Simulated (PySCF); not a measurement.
Electron affinity of Sb by level of theory

Sb⁻ [Kr] 4d10 5s2 5p4 (3P) → Sb [Kr] 4d10 5s2 5p3 (4S), as a difference of total energies. Calculation: PySCF 2.14, in def2-QZVPPD with the def2 core potential (28 electrons); a scalar-relativistic core potential. Correlated levels: valence: 4s2 4p6 4d10 frozen. The calculations carry no spin-orbit coupling.

| method | electron affinity (eV) |
| --- | --- |
| UHF | -0.108 |
| MP2 (valence) | 0.584 |
| SCS-MP2 (valence) | 0.650 |
| CCSD (valence) | 0.696 |
| CCSD(T) (valence) | 0.747 |

The reference lies between the lowest fine-structure levels, while these numbers refer to the centres of the terms.

Errors of the correlated levels include the incompleteness of this basis and the frozen core.

A negative affinity means that the anion lies above the atom at that level of theory.

For comparison: 1.047 eV (measured; photodetachment measurements, as compiled on the Wikipedia data page of electron affinities).
